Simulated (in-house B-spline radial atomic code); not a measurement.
Cu. Computed with a B-spline radial atomic code. Model: all-electron spherical atom, spin shells full or empty, radial basis limit, no spin-orbit coupling, Breit or QED, empty-state partial waves extrapolated as (l+1/2)^-4, RPA, G0W0 and static COHSEX of the highest shell as one setting changes (uncorrelated shells keep exact exchange).

In a row where one electron alone is correlated, RPA and GW hold only self-correlation.

Given: element Cu; charge 0; filled core Ar; hamiltonian one-electron scalar X2C; mean-field start HSE06; highest l of empty states 9; nuclear rms radius 3.8823 fm; highest mean-field shell 4s up.

Shell: 3d 5 5, 4s 1 0 (electrons up and down).

| lowest nl shells left uncorrelated | RPA correlation energy (hartree) | G0W0 level (eV) | G0W0 minus most complete (meV) | COHSEX level (eV) |
| --- | --- | --- | --- | --- |
| 0 | -2.2011 | -8.0062 | 0 | -9.7482 |
| 1 | -2.0539 | -8.0061 | 0.1 | -9.7477 |
| 2 | -1.8834 | -8.008 | -1.8 | -9.753 |
| 3 | ? | ? | ? | ? |
| 4 | -1.234 | -8.0427 | -36.5 | -9.8366 |
| 5 | ? | ? | ? | ? |
| 6 | -0.017336 | -7.4237 | 582.5 | -8.465 |

(1) What follows for lowest nl shells left uncorrelated = 5?

(2) What follows for lowest nl shells left uncorrelated = 3?

Answers

(1) RPA correlation energy -0.71774 hartree; G0W0 level -8.0215 eV; G0W0 minus most complete -15.3 meV; COHSEX level -9.8236 eV.

(2) RPA correlation energy -1.4159 hartree; G0W0 level -8.0016 eV; G0W0 minus most complete 4.6 meV; COHSEX level -9.7392 eV.
